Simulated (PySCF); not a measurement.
## Calculated data, C2H8GeSi

All values are calculated (PySCF 2.14.0). Calculation on a computer-drawn molecule: the log of a Hartree-Fock and frozen-core CCSD(T) single point meant for a local Hartree-Fock minimum, with one planted fault or none, to be diagnosed. Offsets are logged minus clean, where the clean run is the same molecule without the fault. The reference is restricted for singlets and unrestricted otherwise, and also for a bond in bohr or an excited solution. Adding or removing an electron swaps singlet and doublet. The excited solution moves the top pair (singlet) or top alpha electron (doublet) to the lowest empty orbital. Highest occupied and lowest empty are orbital energies over both spins, largest force is the largest gradient component, triples share is (T) over the correlation energy, the T1 limit is 0.02 restricted and 0.045 unrestricted, electrons count all cores, a negative frequency is imaginary (commonest isotopes), and the dipole is about the centre of nuclear charge; on germanium a core potential holds 10 electrons, which the energies leave out, and 3d is frozen in MP2 and coupled-cluster steps.

```json
{"formula": "C2H8GeSi", "logged_structure": {"atoms_angstrom": [["C", 0.9038, 0.5245, 2.0096], ["Si", -0.6038, 0.1527, 0.9443], ["C", -0.9079, 1.4562, -0.3411], ["Ge", -2.3751, 2.4314, -0.4737], ["H", 0.7844, 1.4727, 2.5406], ["H", 1.8064, 0.593, 1.395], ["H", 1.0604, -0.2664, 2.7491], ["H", -0.395, -1.1749, 0.3062], ["H", -1.8109, 0.0562, 1.8067], ["H", -0.1415, 1.6538, -1.087], ["H", -2.586, 3.4916, -1.5451], ["H", -3.553, 2.2943, 0.4765]]}, "given": {"meant_charge": 0, "meant_multiplicity": 1, "meant_basis": "cc-pV(D+d)Z", "meant_basis_and_core_potential_on_germanium": "cc-pVDZ-PP ECP10MDF", "logged_electrons": 65, "logged_basis_functions": 114, "logged_SCF_converged": "yes", "logged_spin_squared": 0.7575, "logged_highest_occupied [eV]": -15.775, "logged_lowest_empty [eV]": -6.3458, "logged_largest_force [hartree/bohr]": 0.058854, "logged_T1_diagnostic": 0.01923, "logged_D1_diagnostic": 0.10058, "logged_triples_share": 0.027423, "logged_CC_converged": "yes", "logged_dipole_magnitude [debye]": 3.5923, "logged_SCF_stable_within_its_kind": "yes", "logged_energy_HF [hartree]": -662.39979, "logged_energy_CCSD(T) [hartree]": -662.91545, "possible_faults": "no fault, one electron removed, one electron added, multiplicity raised by two, geometry at a saddle point, SCF held on an excited solution, minimal basis STO-3G, one bond length entered in bohr, all coordinates scaled", "drawn_bonds_atom": [1, 2, 3, 1, 1, 1, 2, 2, 3, 4, 4], "drawn_bonds_other_atom": [2, 3, 4, 5, 6, 7, 8, 9, 10, 11, 12], "drawn_bonds_order": [1, 1, 2, 1, 1, 1, 1, 1, 1, 1, 1]}, "results": {"planted_fault": "one electron removed", "HF_energy_offset_from_clean_run [kcal/mol]": 163.7, "CCSD(T)_energy_offset_from_clean_run [kcal/mol]": 194.3}}
```
